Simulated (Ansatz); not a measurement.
`C[Se]BF` + `C#C[SeH]` → `C#C[Se]BF` + `C[SeH]` at 298.15 K and 1 bar (ligand exchange at a B–Se bond).

Isolated molecules relaxed with PBE0-D4/def2-TZVP in Ansatz; ΔE leaves out vibrations. CCSD(T)/CBS adds triple-zeta CCSD(T) − MP2 to the extrapolated MP2 energy (def2 sets, frozen cores). For Se outer-core shells are correlated without core-valence functions, which leaves a few kJ/mol of doubt a bond. Scalar relativity is left out up to krypton. One conformer a species, not always the lowest.

```csv
species,CCSD(T)/CBS energy (Eh),H − E (kJ/mol),S (J/(mol·K))
`C[Se]BF`,-2565.82397,157.7,324.1
`C#C[SeH]`,-2477.92583,81.8,276.8
`C#C[Se]BF`,-2602.59174,110.2,331.1
`C[SeH]`,-2441.15625,129.5,267.5
```

H − E and S are ideal-gas, rigid-rotor, harmonic terms from PBE0-D4/def2-TZVP, for one conformer and one mirror image of each species. 1 Eh = 2625.50 kJ/mol, R = 8.31446 J/(mol·K).

**Question.** By hand: ΔE, ΔH, ΔS and ΔG.

**Answer.** ΔE = (-2602.59174) + (-2441.15625) − (-2565.82397) − (-2477.92583) = 0.00181 Eh = 4.8 kJ/mol. Δ(H − E) = 110.2 + 129.5 − 157.7 − 81.8 = 0.2, so ΔH = 5.0 kJ/mol. ΔS = 331.1 + 267.5 − 324.1 − 276.8 = -2.3 J/(mol·K). ΔG = 5.0 − 298.15 × (-2.3)/1000 = 5.7 kJ/mol.

**Question.** By hand: the equilibrium constant, and the temperature at which ΔG would vanish if ΔH and ΔS stayed fixed.

**Answer.** log₁₀ K = −ΔG/(RT ln 10) = -1.0. ΔH and −TΔS have one sign here, so there is no such temperature. One of them is within its doubt of zero, so this could turn.

The number of gas molecules stays the same, so ΔS is small and ΔH decides. The sign of ΔG lies within the doubt. A doubt of 5 kJ/mol in ΔE shifts log₁₀ K by 0.9 here. Other conformers and mirror images would add mixing entropy, several J/(mol·K) or more a flexible species. These are equilibria of isolated gas molecules and say nothing of rates. Largest T1 diagnostic: 0.013 (customary marks: 0.02 for closed shells, 0.045 for open ones).
